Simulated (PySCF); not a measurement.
Exercise with solution: chemical shift, span and skew from a shielding tensor

C₂H₄AlNO, SMILES [CH3][AlH][N]=C=O. Atoms are numbered in the order given.

```xyz
9

Al    -1.0271     0.4196    -0.6388
H     -2.3161    -0.3299    -1.1540
C     -0.6475     2.3156    -0.8672
H      0.2810     2.4621    -1.4470
H     -0.4839     2.8054     0.1088
H     -1.4572     2.8537    -1.3856
N      0.1764    -0.5834     0.2260
C      0.9791    -1.2670     0.8057
O      1.7630    -1.9319     1.3711
```

Geometry: B3LYP-D3(BJ)/def2-SVP. The geometry has at least one imaginary mode, so it is a saddle point at that level. The structure was generated by enumeration; whether it is a known compound was not checked. One conformer was computed; it need not be the lowest.

GIAO shieldings from PBE/pcSseg-1 run with PySCF, non-relativistic, no solvent. The symmetric part of the tensor of C8 has the principal values -54.2, -52.5, 269.9 ppm. The same nucleus in TMS has σ = 182.0 ppm at this level (PySCF, at its B3LYP-D3(BJ)/def2-TZVP geometry).

Question: Work out the isotropic shielding, the ¹³C shift against TMS, the span and the skew.

Answer: 
σ(iso) = (σ11 + σ22 + σ33)/3 = 54.4 ppm. δ = σ(ref) − σ(iso) = 182.0 − (54.4) = 127.6 ppm.
Span Ω = σ33 − σ11 = 324.1 ppm. Skew κ = 3(σ(iso) − σ22)/Ω = 0.99, an axial tensor. Tumbling in solution averages the tensor to δ; in a static solid the shielding alone would spread this spin-1/2 line over Ω.
